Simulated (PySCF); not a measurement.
Static response to an electric field

Compound: C4H9NO2.
SMILES with atom numbers: `[CH2:1]=[N:2][CH2:3][O:4][CH2:5][O:6][CH3:7]` (hydrogens: H8, H9 on C1; H10, H11 on C3; H12, H13 on C5; H14, H15, H16 on C7)

Cartesian coordinates in Å at the GFN2-xTB level; atoms count from 1:
```xyz
16
C4H9NO2 angstrom
C     -2.774    0.427    0.303
N     -2.309    0.160   -0.828
C     -1.039   -0.457   -1.008
O     -0.240   -0.637    0.148
C      0.557    0.468    0.469
O      1.586    0.691   -0.441
C      2.563   -0.331   -0.454
H     -2.269    0.223    1.250
H     -3.749    0.888    0.351
H     -0.495    0.131   -1.760
H     -1.223   -1.457   -1.419
H      0.951    0.255    1.475
H     -0.025    1.401    0.481
H      2.117   -1.297   -0.707
H      3.289   -0.048   -1.212
H      3.054   -0.409    0.522
```

Level: PBE0/def2-SVPD (PySCF), static field, nuclei fixed, core orbitals frozen in the response. The polarisability tensor in these axes (au):

```
x   79.22 -4.99 -4.37
y   -4.99 55.30  4.51
z   -4.37  4.51 65.13
```

Problem. Give the principal values, the mean and the anisotropy Δα = √{½[(α1 − α2)² + (α2 − α3)² + (α1 − α3)²]}.

Solution. Principal values 53.15, 64.64 and 81.86 au; mean 66.55 au = 9.86 Å³ = 10.97 × 10⁻⁴⁰ C²·m²/J; Δα = 25.03 au (38 % of the mean).

Problem. What is the dipole moment, and where does it point?

Solution. (0.77, -0.35, 1.23) D, 1.49 D in size, pointing from the negative to the positive side. Measured along this direction, the outermost atoms are N2 and H9 at the negative end and H16 at the positive end.

Problem. Give the eigenvalues of the traceless quadrupole moment Θ = ½Σq(3rr − r²1), origin at the centre of nuclear charge.

Solution. -5.83, -3.13, 8.96 D·Å. The values depend on the origin, since the dipole doesn't vanish. The electronic extent ⟨r²⟩ about the same centre is 950 bohr², a root-mean-square distance of 2.18 Å for the 56 electrons.

Problem. Molar refractivity from α?

Solution. Lorentz–Lorenz: R = (4π/3)N_A α = 2.5225 cm³/(mol·Å³) × 9.86 Å³ = 24.9 cm³/mol, in the limit of long wavelengths.

Problem. Refractivity n − 1 of an ideal gas of it at 400 K and 1 atm, from the electronic α?

Solution. N = p/kT = 1.8347 × 10¹⁹ cm⁻³, so n − 1 = 2π × N × 9.86 × 10⁻²⁴ cm³ = 1137 × 10⁻⁶ at long wavelengths.

Problem. Find the Langevin capture rate constant for NO+ (29.998 u) meeting this molecule (103.063 u), k = 2.342 × 10⁻⁹ cm³/s × √(α in Å³ / reduced mass in u).

Solution. The reduced mass is 23.24 u, so k = 1.53 × 10⁻⁹ cm³/s. The formula leaves out the permanent dipole, which adds to the capture rate.

Problem. In a dilute gas of rigid molecules at 500 K, how does the orientational term μ²/3kT compare with the electronic polarisability?

Solution. In Gaussian units μ²/3kT = 10.76 Å³ against 9.86 Å³, a ratio of 1.09; the Debye molar polarisation (4π/3)N_A(α + μ²/3kT) is 52.0 cm³/mol, leaving out the vibrational part.

One conformer (not necessarily the lowest) at the GFN2-xTB geometry, without solvent, vibrations or thermal averaging.

These values come from a run that also computed excited states. The run took 31 s of wall time on one thread of an Arm Neoverse V1 (shared host), and the process peaked at 0.88 GiB of memory.
